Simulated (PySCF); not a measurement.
Estimate the missing entries of this data sheet.

Species: C2H5B2F2N.
Structure used (PBE0-D3(BJ)/def2-SVP), in Å, numbered top down from 1:
```xyz
12
C2H5B2F2N angstrom
B      2.558    0.651    0.154
N      1.136    0.086    0.186
C      0.072   -0.353    0.206
C     -1.261   -0.909    0.204
B     -2.426    0.150    0.042
F     -3.631   -0.275   -0.255
F     -2.235    1.431    0.220
H      3.111    0.214    1.155
H      2.442    1.868    0.163
H      3.054    0.226   -0.881
H     -1.347   -1.668   -0.591
H     -1.433   -1.448    1.154
```

```csv
property,level,value
point group,PBE0-D3(BJ)/def2-SVP,C1
"rotational constants A, B, C",PBE0-D3(BJ)/def2-SVP,"7.430, 1.114, 0.990 GHz"
dipole moment,PBE0/def2-SVPD,6.73 D
HOMO energy,PBE0/def2-SVPD,?
LUMO energy,PBE0/def2-SVPD,?
lowest singlet excitation,TDDFT PBE0/def2-SVPD,"5.52 eV (225 nm, f = 0.000)"
strongest line among the 10 lowest singlet transitions,TDDFT PBE0/def2-SVPD,?
lowest triplet excitation (Tamm–Dancoff),TDA PBE0/def2-SVPD,4.96 eV
static isotropic polarisability,PBE0/def2-SVPD,?
vertical ionisation energy,ΔSCF PBE0/def2-SVPD,10.01 eV
electronic spatial extent ⟨r²⟩ about the centre of nuclear charge,PBE0/def2-SVPD,1085 bohr²
13C chemical shifts (computed TMS as zero) by class,GIAO PBE0/pcSseg-1,"111.4 (C3), 3.0 (C4) ppm"
1H chemical shifts (computed TMS as zero) by class,GIAO PBE0/pcSseg-1,?
"isotropic shieldings of nuclei other than C and H, by class",GIAO PBE0/pcSseg-1,"75 (B5), 137 (B1), 25 (N2), 234 (F6/F7) ppm"
largest of the computed one-bond spin–spin couplings (means over like bonds),"B3LYP/pcJ-1, spin–dipole term left out for some pairs","13C–1H +133.8 (C4–H11 and 1 like it), 19F–11B -128.0 (F6–B5 and 1 like it), 11B–1H +114.5 (B1–H8 and 2 like it), 13C–11B +81.7 (C4–B5), 13C–13C +79.2 (C3–C4), 15N–13C -54.6 (N2–C3), 15N–11B -9.1 (N2–B1) Hz"
```

The electronic properties come from PySCF, for the isolated species, density fitting. NMR classes are plain means over equivalent atoms (diastereotopic ones count apart unless rotation or inversion swaps them), as if these changed places fast; in this geometry the members of some classes differ.

(1) Give the 1H chemical shifts (computed TMS as zero) by class.

(2) Give the HOMO energy.

(3) Give the LUMO energy.

(4) What is the static isotropic polarisability?

(5) What is the strongest line among the 10 lowest singlet transitions?

Results:

(1) 2.26 (H11/H12), 2.17 (H8/H9/H10) ppm.

(2) -7.72 eV.

(3) -1.13 eV.

(4) 67.2 au.

(5) S8 at 6.83 eV (181 nm, f = 0.662).

The dipole equals about 22.5 × 10⁻³⁰ C·m (1 D = 3.33564 × 10⁻³⁰ C·m). The largest Löwdin shares of the LUMO are 0.36 on B5, 0.17 on C4, 0.14 on F7 and 0.12 on F6.

One conformer stands for the species.
